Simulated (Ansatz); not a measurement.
Cartesian coordinates in Å:
```
O 1.379 1.766 -0.359
Si 0.446 0.885 0.680
Si -0.527 -0.795 -0.627
O -1.539 -1.609 0.374
Cl 0.949 -2.050 -1.345
H 1.915 2.473 0.002
H 1.254 0.275 1.773
H -0.608 1.727 1.317
H -1.240 -0.316 -1.839
H -2.029 -2.355 0.022
```

Total charge 0; spin multiplicity 1.

Q: List the PBE0/def2-TZVPP orbital energies in eV (Ansatz). (An estimate is asked.)

A: Computed: Occupied: -2767.19, -1803.84, -1803.09, -523.10, -522.90, -259.05, -197.32, -197.20, -197.19, -146.01, -145.35, -100.72, -100.67, -100.63, -100.04, -100.00, -99.99, -28.54, -28.31, -22.93, -16.56, -15.62, -13.40, -13.30, -11.45, -11.15, -10.81, -10.51, -9.66, -9.43, -9.13, -8.85, -7.96. Lowest empty: -0.75, 0.13, 0.92, 1.12, 1.77, 1.97, 2.35, 2.39.
